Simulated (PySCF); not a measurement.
**Dipole response of Lu⁺ (lutetium, charge +1)**

[Xe] 4f14 6s2, closed-shell 1S. Calculation: PySCF 2.14, in x2c-TZVPPall with one added diffuse shell each of s, p, d type (12s8p8d2f2g, 108 functions); scalar relativity by spin-free X2C-1e. Coupled (time-dependent) response in atomic units; α is the mean over directions.

```
method  mean α (bohr³)  C₆ (like pair)  S(−4)
   UHF           70.83           752.0   2083
   PBE           59.38           590.4   1451
  PBE0           62.58           633.8   1618
```

S(−4) is the Cauchy moment in α(ω) = α(0) + S(−4) ω² + …

α(iu) at PBE:

| u (hartree) | α(iu) (bohr³) |
| --- | --- |
| 0 | 59.38 |
| 0.0500 | 55.98 |
| 0.100 | 47.92 |
| 0.200 | 31.19 |
| 0.300 | 20.63 |
| 0.500 | 11.16 |
| 0.750 | 6.854 |
| 1.00 | 4.921 |
| 1.50 | 3.095 |
| 2.00 | 2.193 |
| 3.00 | 1.297 |
| 5.00 | 0.6283 |

For an ion, C₆ is the dispersion term alone; charge-induced terms of lower order in 1/R come first.

Spin-orbit coupling, which splits the p, d and f shells strongly at this Z, is absent.
